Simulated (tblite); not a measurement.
Species: C3H4BCl2 (doublet state).
SMILES with atom numbers: `[CH2:1]/[CH:2]=[CH:3]/[B:4]([Cl:5])[Cl:6]` (hydrogens: H7, H8 on C1; H9 on C2; H10 on C3)
Bond orders are those of one Lewis drawing.

Computed with GFN2-xTB (tblite), gas phase: L-BFGS steps from a force-field or distance-geometry start until the largest atomic force falls under 0.01 eV/Å.

Step 70: E = -511.0242 eV
```
atom  x, y, z in Å  |  force x, y, z in eV/Å
C1     -1.9361   -0.1469   -0.1368    0.023   0.003  -0.046
C2     -0.6172   -0.1837   -0.4581   -0.025   0.042   0.002
C3      0.4024    0.0612    0.4713   -0.009   0.030  -0.044
B4      1.8794    0.1654    0.1505   -0.011  -0.013   0.014
Cl5     2.4775   -0.0205   -1.4655    0.024  -0.020  -0.029
Cl6     3.0117    0.5157    1.4159    0.069   0.003   0.016
H7     -2.7011   -0.2969   -0.8759   -0.039  -0.043  -0.015
H8     -2.2543    0.0609    0.8702   -0.019  -0.007   0.020
H9     -0.3259   -0.3854   -1.4811   -0.001   0.012   0.015
H10     0.0725    0.2348    1.4868   -0.011  -0.007   0.066
```

Step 71: E = -511.0249 eV
```
atom  x, y, z in Å  |  force x, y, z in eV/Å
C1     -1.9371   -0.1501   -0.1375    0.004   0.010  -0.062
C2     -0.6177   -0.1793   -0.4573   -0.028   0.018   0.013
C3      0.4018    0.0693    0.4713   -0.004   0.039  -0.050
B4      1.8796    0.1677    0.1504   -0.021  -0.028   0.001
Cl5     2.4771   -0.0175   -1.4664    0.021  -0.018  -0.028
Cl6     3.0145    0.5002    1.4170    0.076   0.011   0.026
H7     -2.7023   -0.3041   -0.8775   -0.003  -0.041   0.013
H8     -2.2563    0.0562    0.8692   -0.027  -0.002   0.027
H9     -0.3257   -0.3863   -1.4787    0.008   0.022  -0.002
H10     0.0750    0.2485    1.4868   -0.026  -0.012   0.061
```

Step 72: E = -511.0258 eV
```
atom  x, y, z in Å  |  force x, y, z in eV/Å
C1     -1.9388   -0.1532   -0.1384   -0.028   0.012  -0.064
C2     -0.6190   -0.1718   -0.4565   -0.025  -0.009   0.022
C3      0.4010    0.0802    0.4708    0.009   0.040  -0.039
B4      1.8800    0.1701    0.1503   -0.024  -0.038  -0.014
Cl5     2.4788   -0.0190   -1.4665    0.009  -0.014  -0.021
Cl6     3.0191    0.4851    1.4171    0.071   0.017   0.032
H7     -2.7032   -0.3137   -0.8798    0.034  -0.033   0.046
H8     -2.2603    0.0488    0.8688   -0.030   0.004   0.019
H9     -0.3266   -0.3832   -1.4761    0.021   0.034  -0.029
H10     0.0779    0.2613    1.4875   -0.038  -0.011   0.047
```

Step 73: E = -511.0268 eV
```
atom  x, y, z in Å  |  force x, y, z in eV/Å
C1     -1.9407   -0.1552   -0.1388   -0.053   0.003  -0.044
C2     -0.6208   -0.1617   -0.4562   -0.016  -0.028   0.026
C3      0.3999    0.0929    0.4696    0.021   0.027  -0.015
B4      1.8804    0.1716    0.1500   -0.015  -0.038  -0.020
Cl5     2.4834   -0.0262   -1.4654   -0.011  -0.011  -0.009
Cl6     3.0245    0.4731    1.4166    0.051   0.017   0.029
H7     -2.7032   -0.3260   -0.8811    0.052  -0.021   0.066
H8     -2.2650    0.0393    0.8695   -0.026   0.010  -0.003
H9     -0.3287   -0.3744   -1.4751    0.034   0.044  -0.052
H10     0.0791    0.2713    1.4883   -0.037  -0.004   0.020
```

Task: Estimate the geometry and energy of step 74. (The exact step hangs on the optimiser's Hessian estimate; all steps are aligned on step 73, rigid shifts and turns removed.)

Result: E = -511.0276 eV, largest force 0.084 eV/Å
```
atom  x, y, z in Å  |  force x, y, z in eV/Å
C1     -1.9420   -0.1555   -0.1388   -0.056  -0.014  -0.003
C2     -0.6225   -0.1522   -0.4570   -0.007  -0.029   0.020
C3      0.3988    0.1031    0.4678    0.027   0.004   0.010
B4      1.8805    0.1714    0.1497    0.002  -0.028  -0.018
Cl5     2.4891   -0.0378   -1.4631   -0.031  -0.008   0.001
Cl6     3.0284    0.4688    1.4158    0.027   0.014   0.024
H7     -2.7023   -0.3379   -0.8801    0.041  -0.007   0.060
H8     -2.2678    0.0316    0.8714   -0.016   0.013  -0.032
H9     -0.3311   -0.3610   -1.4767    0.039   0.046  -0.058
H10     0.0778    0.2743    1.4885   -0.024   0.009  -0.003
```

The energy changes by -0.0009 eV. The first-order estimate −F·Δx gives -0.0012 eV and the mean of the old and new forces, exact on a quadratic surface, -0.0009 eV. The step makes an angle of 76° with the force vector and moves no atom by more than 0.014 Å.

What follows is the cost of the whole relaxation. Time: 0.81 s wall. Hardware: an Arm Neoverse N1 with one thread, no GPU, shared host.
